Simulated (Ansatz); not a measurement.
Program: Ansatz. Geometries: PBE0-D4/def2-TZVP. ΔE: electronic, gas phase. CCSD(T)/CBS adds triple-zeta CCSD(T) − MP2 to the extrapolated MP2 energy (def2 sets, frozen cores). This one scheme is used for every species. DFT in def2-TZVPP. B3LYP here is the variant with VWN-RPA as its local correlation; programs differ in this. For Se outer-core shells are correlated without core-valence functions, which leaves a few kJ/mol of doubt a bond. Scalar relativity is left out up to krypton. One conformer a species, not always the lowest.

Consider the ligand exchange at the Si–N bond: `C=N[SiH2]S` + `C[SeH]` → `C[Se][SiH2]S` + `C=N`.

Is it downhill or uphill in electronic energy at CCSD(T)/CBS, and by how much? (Best estimate.)

Computed: Downhill: ΔE = -7.7 kcal/mol.

What do these levels give: B2PLYP, PBE, PBE0, B3LYP, HF/def2-QZVPP, SCS-MP2/def2-QZVPP? (An estimate is asked.)

The calculation gave: B2PLYP -5.6, PBE -7.8, PBE0 -7.6, B3LYP -4.9, HF/def2-QZVPP -2.9, SCS-MP2/def2-QZVPP -6.4 kcal/mol.

Largest T1 diagnostic among the species: 0.013.

In def2-TZVPP, CCSD(T) changes the Hartree–Fock value by −3.3 kcal/mol (the triples alone add −0.6 kcal/mol) and MP2 by −3.8 kcal/mol. The D4 term adds −1.4 kcal/mol with B3LYP and −0.8 kcal/mol with PBE0; it sums over pairs of atoms, weighted by their polarisabilities, and B3LYP, whose exchange is more repulsive, gets the larger term.
